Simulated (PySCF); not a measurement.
**Excitation energy of Mo by level of theory**

Mo [Kr] 4d5 5s1 (7S) → Mo [Kr] 4d4 5s2 (5D), as a difference of total energies. All numbers are calculated (PySCF 2.14, a scalar-relativistic core potential, in def2-QZVPPD with the def2 core potential (28 electrons) (7s5p4d3f2g, 81 functions)). Correlated levels: valence: 4s2 4p6 frozen. The calculations carry no spin-orbit coupling.

```
           method  excitation energy (cm⁻¹)
              UHF                     17760
    MP2 (valence)                     14674
SCS-MP2 (valence)                    8526.2
   CCSD (valence)                     13559
CCSD(T) (valence)                     12822
```

The coupled-cluster amplitudes are large for the upper state (T1 above 0.03 or a double amplitude above 0.15), so a single reference is strained.
